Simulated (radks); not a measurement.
Neutral ytterbium, configuration [Xe] 4f14 6s2.

All-electron calculation, scalar-relativistic Kohn-Sham, LDA (Slater exchange, VWN5 correlation), spin-polarised, spherical densities, point nucleus; hard spherical wall at 12 bohr. Program: a radial shooting solver on a logarithmic mesh with Libxc functionals.

Energy parts (hartree):
part                       energy
total                 -14051.2041
kinetic                15310.8402
electron-nucleus      -34598.7992
Hartree                 5520.9307
exchange-correlation    -284.1758

Orbitals (lengths in bohr, moments of r in powers of bohr):
| orbital | occ. | eigenvalue (hartree) | <r^4> |
|---|---|---|---|
| 1s | 2 | -2248.761 | 7.568e-07 |
| 2s | 2 | -381.0369 | 0.0001163 |
| 2p | 6 | -335.9453 | 0.00008927 |
| 3s | 2 | -85.86440 | 0.004357 |
| 3p | 6 | -72.27408 | 0.004623 |
| 3d | 10 | -55.70042 | 0.003601 |
| 4s | 2 | -16.86938 | 0.1055 |
| 4p | 6 | -12.40635 | 0.1406 |
| 4d | 10 | -6.53289 | 0.2182 |
| 5s | 2 | -2.02450 | 4.094 |
| 5p | 6 | -1.01325 | 9.429 |
| 6s | 2 | -0.14927 | 456.5 |
| 4f | 14 | -0.11873 | 3.475 |
| 6p | 0 | -0.03923 | 1426 |
| 5d | 0 | -0.02909 | 518.9 |
| 7s | 0 | 0.03820 | 4049 |

The highest occupied level is 4f at -3.231 eV. Summed over all electrons, <r^2> = 71.09 bohr^2, which gives a Langevin (diamagnetic) susceptibility term of -56.3 x 10^-6 cm^3/mol.
